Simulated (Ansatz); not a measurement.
Two isomers of C2H5NSi: A = `C1=NC[SiH2]1`, B = `N#CC[SiH3]`.

Program: Ansatz. Geometries: PBE0-D4/def2-TZVP. ΔE: electronic, gas phase. CCSD(T)/CBS is the MP2 limit (def2-TZVPP, def2-QZVPP) plus CCSD(T) − MP2 in def2-TZVPP, frozen cores. Functionals use def2-TZVPP. B3LYP here is the variant with VWN-RPA as its local correlation; programs differ in this.

A:

Z-matrix (Å, degrees):
```
C
N 1 1.488
Si 1 1.897 2 88.2
H 1 1.092 2 110.8 3 -120.0
H 1 1.092 2 110.9 3 120.1
C 2 1.283 1 104.7 3 0.1
H 3 1.490 1 118.9 2 112.5
H 3 1.490 1 119.0 2 -112.7
H 6 1.089 2 120.8 1 180.0
```

B:

```xyz
9

N     1.977   -1.650    0.860
C     1.312   -1.011    0.171
C     0.450   -0.197   -0.653
Si   -0.933    0.616    0.366
H     0.002   -0.815   -1.436
H     1.040    0.581   -1.143
H    -1.759    1.426   -0.564
H    -1.760   -0.438    0.998
H    -0.329    1.488    1.402
```

**Question.** Which isomer does CCSD(T)/CBS put lower? Give the gap. (An estimate is asked.)

**Answer.** The calculation gave: B, by 27.1 kcal/mol.

**Question.** Give E(B) − E(A) in kcal/mol with B3LYP, r2SCAN-D4, CCSD/def2-TZVPP, B2PLYP, ωB97M-V, PBE-D4, CCSD(T)/def2-TZVPP. (Best estimate.)

**Answer.** Ansatz gave: B3LYP -28.9, r2SCAN-D4 -26.0, CCSD/def2-TZVPP -29.8, B2PLYP -30.1, ωB97M-V -26.6, PBE-D4 -23.0, CCSD(T)/def2-TZVPP -28.8. None reverses the order clearly.

**Question.** Does the order hold for the free energy at 298.15 K (harmonic terms from PBE0-D4)? (Best estimate.)

**Answer.** Computed: Yes: G(B) − G(A) = -30.1 kcal/mol.

Largest T1 diagnostic: 0.013.

Leaving LDA and LC-ωPBE aside and taking each functional with its dispersion term where it has one, the values spread over 7.1 kcal/mol, from B2PLYP to PBE-D4. LDA lies +5.7 kcal/mol from PBE without D4. In def2-TZVPP, CCSD(T) changes the Hartree–Fock value by +6.8 kcal/mol (the triples alone add +1.0 kcal/mol) and MP2 by +4.8 kcal/mol.
